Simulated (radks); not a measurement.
Species: Tl2+. Configuration: [Xe] 4f14 5d10 6s1. Method: scalar-relativistic Kohn-Sham, PBE, spin-polarised, spherical densities, finite nucleus; open shells are filled with parallel spins first (spin-orbit coupling, left out, can overturn this in heavy ions); Fermi nuclear charge, rms radius 5.4759 fm; hard spherical wall at 12 bohr; computed with a radial shooting solver on a logarithmic mesh with Libxc functionals.

Unscreened Slater integrals over Kohn-Sham orbitals (hartree). They are taken over the spin-up orbitals. Empty in this configuration: 6p.

| integral | value |
|---|---|
| F0(6s,6s) | 0.39666 |
| F0(6s,5d) | 0.46682 |
| G2(6s,5d) | 0.10670 |
| F0(6s,5p) | 0.48945 |
| G1(6s,5p) | 0.037474 |
| F0(6s,4f) | 0.51997 |
| G3(6s,4f) | 0.014481 |
| F0(6s,6p) | 0.34416 |
| G1(6s,6p) | 0.21208 |
| F0(5d,5d) | 0.66187 |
| F2(5d,5d) | 0.34347 |
| F4(5d,5d) | 0.22795 |
| F0(5d,5p) | 0.75034 |
| F2(5d,5p) | 0.37345 |
| G1(5d,5p) | 0.45153 |
| G3(5d,5p) | 0.27999 |
| F0(5d,4f) | 0.85827 |
| F2(5d,4f) | 0.20125 |
| F4(5d,4f) | 0.093469 |
| G1(5d,4f) | 0.061489 |
| G3(5d,4f) | 0.059903 |
| G5(5d,4f) | 0.048518 |
| F0(5d,6p) | 0.38114 |
| F2(5d,6p) | 0.12273 |
| G1(5d,6p) | 0.053248 |
| G3(5d,6p) | 0.043723 |
| F0(5p,5p) | 0.89227 |
| F2(5p,5p) | 0.48088 |
| F0(5p,4f) | 1.1020 |
| F2(5p,4f) | 0.33960 |
| G2(5p,4f) | 0.12202 |
| G4(5p,4f) | 0.10530 |
| F0(5p,6p) | 0.39334 |
| F2(5p,6p) | 0.089221 |
| G0(5p,6p) | 0.015373 |
| G2(5p,6p) | 0.020694 |
| F0(4f,4f) | 1.9522 |
| F2(4f,4f) | 0.97793 |
| F4(4f,4f) | 0.62465 |
| F6(4f,4f) | 0.45271 |
| F0(4f,6p) | 0.41113 |
| F2(4f,6p) | 0.039566 |
| G2(4f,6p) | 0.0089210 |
| G4(4f,6p) | 0.0083510 |
| F0(6p,6p) | 0.31112 |
| F2(6p,6p) | 0.16997 |
